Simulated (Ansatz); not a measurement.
An input meant for `CC(C)OC(=O)C(=O)OCC(F)(F)C(F)F` (charge 0, singlet).

```yaml
crystal:
  periodic: [false, false, false]
  atoms:
    - {symbol: C, position_ang: [4.046814, -1.256607, 0.539844]}
    - {symbol: C, position_ang: [3.211310, -0.135913, -0.039482]}
    - {symbol: C, position_ang: [3.399467, 1.198547, 0.658894]}
    - {symbol: O, position_ang: [1.821204, -0.560809, 0.106397]}
    - {symbol: C, position_ang: [0.943201, -0.016131, -0.728362]}
    - {symbol: O, position_ang: [1.176286, 0.791575, -1.592146]}
    - {symbol: C, position_ang: [-0.452814, -0.594995, -0.446417]}
    - {symbol: O, position_ang: [-0.678671, -1.545155, 0.251719]}
    - {symbol: O, position_ang: [-1.368791, 0.113575, -1.133721]}
    - {symbol: C, position_ang: [-2.724493, -0.273382, -0.961942]}
    - {symbol: C, position_ang: [-3.373275, 0.648322, 0.052240]}
    - {symbol: F, position_ang: [-2.674922, 0.627750, 1.216834]}
    - {symbol: F, position_ang: [-3.375243, 1.928246, -0.400869]}
    - {symbol: C, position_ang: [-4.820677, 0.274692, 0.371122]}
    - {symbol: F, position_ang: [-4.853455, -0.975269, 0.882861]}
    - {symbol: F, position_ang: [-5.533216, 0.286325, -0.780627]}
    - {symbol: H, position_ang: [3.820533, -1.394154, 1.608456]}
    - {symbol: H, position_ang: [5.116131, -1.018764, 0.436830]}
    - {symbol: H, position_ang: [3.847471, -2.203909, 0.018123]}
    - {symbol: H, position_ang: [3.395700, -0.018723, -1.120660]}
    - {symbol: H, position_ang: [2.769302, 1.973606, 0.199794]}
    - {symbol: H, position_ang: [3.146429, 1.112055, 1.727354]}
    - {symbol: H, position_ang: [4.449631, 1.518427, 0.575743]}
    - {symbol: H, position_ang: [-2.792656, -1.311536, -0.604392]}
    - {symbol: H, position_ang: [-3.232193, -0.154537, -1.928494]}
    - {symbol: H, position_ang: [-5.263062, 0.986754, 1.090889]}
basis:
  gaussian: {orbitals: cc-pVDZ, final_grid: {core_spheres: 1, valence_spheres: 1, degree: 5}}
hamiltonian: {xc: {name: r2SCAN}}
scf: {lower_state_search: off}
output: {forces: true}
```

```sh
$ ansatz run in.yaml --threads 4 --pin off --events-out ev --progress --plain --max-ram 6963MiB
```

It prints (some lines left out):

```
Functional definition: r2SCAN
3104 factors; their error is unknown
mean field evaluation 1: about -27489.0232 eV, gradient 8.7e1 eV
mean field evaluation 2: about -27465.2035 eV, gradient 1.4e2 eV
mean field evaluation 4: about -27503.4723 eV, gradient 1.2e1 eV
mean field evaluation 8: about -27503.7283 eV, gradient 2.8e-1 eV
mean field evaluation 16: about -27376.7737 eV, gradient 1.7e-1 eV
mean field -27376.77375643 eV, -1006.0778789051 hartree, gradient 4.7e-6 eV, S^2 0.000000; 0 other end points of the search recorded, 0 dependent functions left out
reference -27376.77380121 eV, -1006.0778805508 hartree; 63, 63 occupied and 211, 211 virtual orbitals, 3104 factors
Total energy: -27376.77380121 eV, -1006.0778805508 hartree
Atom 0 at     4.046814    -1.256607     0.539844 Å, force    -7.876170     6.346021    -3.354734 eV/Å
Atom 1 at     3.211310    -0.135913    -0.039482 Å, force     7.812684     1.517739     5.182431 eV/Å
Atom 2 at     3.399467     1.198547     0.658894 Å, force    -1.918225    -9.317205    -3.816983 eV/Å
Atom 3 at     1.821204    -0.560809     0.106397 Å, force    -4.948909     8.177175    -8.964326 eV/Å
Atom 4 at     0.943201    -0.016131    -0.728362 Å, force     2.214988     4.809611    -7.465765 eV/Å
Atom 5 at     1.176286     0.791575    -1.592146 Å, force    -4.973621   -17.525163    19.025452 eV/Å
Atom 6 at    -0.452814    -0.594995    -0.446417 Å, force    -0.149300    -5.714471     5.578860 eV/Å
Atom 7 at    -0.678671    -1.545155     0.251719 Å, force     4.362419    18.366213   -14.035299 eV/Å
Atom 8 at    -1.368791     0.113575    -1.133721 Å, force     2.077847    -8.521897     7.812865 eV/Å
Atom 9 at    -2.724493    -0.273382    -0.961942 Å, force    -2.103131     8.871652     7.802408 eV/Å
Atom 10 at    -3.373275     0.648322     0.052240 Å, force    -5.012472    -3.728268    -3.724598 eV/Å
Atom 11 at    -2.674922     0.627750     1.216834 Å, force    -4.096785    -0.921714    -8.532786 eV/Å
Atom 12 at    -3.375243     1.928246    -0.400869 Å, force    -0.424043   -11.220563     2.891255 eV/Å
Atom 13 at    -4.820677     0.274692     0.371122 Å, force     9.308997    -1.374995    -1.437611 eV/Å
Atom 14 at    -4.853455    -0.975269     0.882861 Å, force     1.628693    11.371112    -4.695126 eV/Å
Atom 15 at    -5.533216     0.286325    -0.780627 Å, force     4.434374     0.555263     7.398618 eV/Å
Atom 16 at     3.820533    -1.394154     1.608456 Å, force     0.952045     0.874906    -5.314628 eV/Å
Atom 17 at     5.116131    -1.018764     0.436830 Å, force    -3.586027    -0.872523     0.451321 eV/Å
Atom 18 at     3.847471    -2.203909     0.018123 Å, force     0.857223     5.141604     2.679169 eV/Å
Atom 19 at     3.395700    -0.018723    -1.120660 Å, force    -2.299200    -0.248083     6.390045 eV/Å
Atom 20 at     2.769302     1.973606     0.199794 Å, force     3.537570    -3.867370     1.842091 eV/Å
Atom 21 at     3.146429     1.112055     1.727354 Å, force     0.726919     0.649027    -4.681565 eV/Å
Atom 22 at     4.449631     1.518427     0.575743 Å, force    -4.520162    -1.344304     0.355472 eV/Å
Atom 23 at    -2.792656    -1.311536    -0.604392 Å, force     0.125935     3.114949    -1.112497 eV/Å
Atom 24 at    -3.232193    -0.154537    -1.928494 Å, force     2.184861    -0.219955     3.708826 eV/Å
Atom 25 at    -5.263062     0.986754     1.090889 Å, force     1.683491    -4.918762    -3.982896 eV/Å
Dipole moment:    -0.010637     0.061172     0.041635 e Å
Checks for a lower state left out: stability, starts, cluster_reference, orbital_swaps, neighbouring_geometries, increment
```

In this input the integration grid is far too coarse. The run converged. The result belongs to that input, not to the species as meant.
